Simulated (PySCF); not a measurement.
**Exercise with solution: chemical shift, span and skew from a shielding tensor**

CHBClNO, SMILES O=C=NBCl. Atoms are numbered in the order given.

```xyz
6

B     -0.8804     0.7159     0.0000
Cl     0.3947     1.9231     0.0000
H     -2.0255     1.0798     0.0000
N     -0.5506    -0.6563     0.0000
C     -0.0170    -1.7325     0.0000
O      0.4593    -2.7954     0.0000
```

Coordinates come from a ωB97X-D3(BJ)/def2-SVP optimisation. Other conformers were not sampled.

GIAO shieldings from PBE0/pcSseg-1 in PySCF, non-relativistic, no solvent. The symmetric part of the tensor of N4 has the principal values 79.9, 154.7, 279.5 ppm. The same nucleus in NH3 has σ = 267.4 ppm at this level (PySCF, at its B3LYP-D3(BJ)/def2-TZVP geometry). Without spin–orbit terms, shifts of atoms bonded to Cl or Br come out too high.

Question: Work out the isotropic shielding, the ¹⁵N shift against NH3, the span and the skew.

Answer: 
σ(iso) = (σ11 + σ22 + σ33)/3 = 171.4 ppm. δ = σ(ref) − σ(iso) = 267.4 − (171.4) = 96.0 ppm.
Span Ω = σ33 − σ11 = 199.6 ppm. Skew κ = 3(σ(iso) − σ22)/Ω = 0.25. Tumbling in solution averages the tensor to δ; in a static solid the shielding alone would spread this spin-1/2 line over Ω.
